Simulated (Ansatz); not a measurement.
`Cl[CH2][GeH]([Cl])[Cl]` → `[CH2]` (triplet) + `[Cl][GeH]([Cl])[Cl]` at 700 K and 1 bar (formal loss of a carbene).

Isolated molecules relaxed with PBE0-D4/def2-TZVP in Ansatz; ΔE leaves out vibrations. CBS: MP2 limit from def2 TZ/QZ plus the TZ coupled-cluster correction, frozen cores. This one scheme is used for every species. Triplets are unrestricted, without spin–orbit coupling. For Ge outer-core shells are correlated without core-valence functions, which leaves a few kJ/mol of doubt a bond. Scalar relativity is left out up to krypton. One conformer a species, not always the lowest.

| species | CCSD(T)/CBS energy (Eh) | H − E (kJ/mol) | S (J/(mol·K)) |
| --- | --- | --- | --- |
| `Cl[CH2][GeH]([Cl])[Cl]` | -3495.38945 | 176.1 | 483.2 |
| `[CH2]` (triplet) | -39.09499 | 70.4 | 226.8 |
| `[Cl][GeH]([Cl])[Cl]` | -3456.16971 | 86.7 | 406.4 |

H − E and S are ideal-gas, rigid-rotor, harmonic terms from PBE0-D4/def2-TZVP, for one conformer and one mirror image of each species, with the whole ground term of open shells counted as degenerate. 1 Eh = 2625.50 kJ/mol, R = 8.31446 J/(mol·K).

Question: By hand: ΔE, ΔH, ΔS and ΔG.

Answer: ΔE = (-39.09499) + (-3456.16971) − (-3495.38945) = 0.12475 Eh = 327.5 kJ/mol. Δ(H − E) = 70.4 + 86.7 − 176.1 = -19.0, so ΔH = 308.5 kJ/mol. ΔS = 226.8 + 406.4 − 483.2 = 150.0 J/(mol·K). ΔG = 308.5 − 700 × (150.0)/1000 = 203.5 kJ/mol.

Question: By hand: the equilibrium constant, and the temperature at which ΔG would vanish if ΔH and ΔS stayed fixed.

Answer: log₁₀ K = −ΔG/(RT ln 10) = -15.2. ΔG = 0 at ΔH/ΔS = 2057 K.

The number of gas molecules changes by +1, which sets the sign of ΔS. A doubt of 5 kJ/mol in ΔE shifts log₁₀ K by 0.4 here. Other conformers and mirror images would add mixing entropy, several J/(mol·K) or more a flexible species. Modes under 60 cm⁻¹, often nearly free rotors, make the harmonic entropy too high. A triplet takes part, so the spin changes. These are equilibria of isolated gas molecules and say nothing of rates. Largest T1 diagnostic: 0.011 (customary marks: 0.02 for closed shells, 0.045 for open ones).
